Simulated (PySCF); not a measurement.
# Worked example: entropy of an ideal gas

H₂Sb, SMILES [SbH2-], charge -1.

Geometry: r2SCAN-D4/def2-TZVPD. The def2 effective core potentials stand for the cores of Sb; spin–orbit coupling is left out.

r2SCAN-D4/def2-TZVPD (PySCF) gives the harmonic wavenumbers 813, 1827, 1829 cm⁻¹ and the rotational temperatures 8.2320, 8.0107, 4.0599 K. The molar mass is 123.78 g/mol, the symmetry number 2, the spin multiplicity 1.

Q: Work out the entropy at 298.15 K and 1 atm in the rigid-rotor, harmonic-oscillator model.

A: 
Translation (Sackur–Tetrode at 1 atm): S = R[1.5 ln M + 2.5 ln T − 1.16487] = 168.8 J/(mol K).
Rotation: q = (√π/σ) T^1.5/√(θA θB θC) = 279, S = R[ln q + 3/2] = 59.3 J/(mol K).
Vibration: with u = 1.4388 ν/T, each mode gives R[u/(e^u − 1) − ln(1 − e^−u)]:
```json
[
 {"ν (cm⁻¹)": "813", "modes": "1", "u": "3.92", "S (J/(mol K))": "0.82"},
 {"ν (cm⁻¹)": "1827", "modes": "1", "u": "8.82", "S (J/(mol K))": "0.01"},
 {"ν (cm⁻¹)": "1829", "modes": "1", "u": "8.83", "S (J/(mol K))": "0.01"}
]
```
These are all the modes. Sum 0.8 J/(mol K).
Spin: R ln 1 = 0.0 J/(mol K).
Total 229.0 J/(mol K); the program's own thermochemistry gives 229.0. Translation makes up 74 % and vibration 0 %. Anharmonicity, hindered rotation and orbital degeneracy are left out.
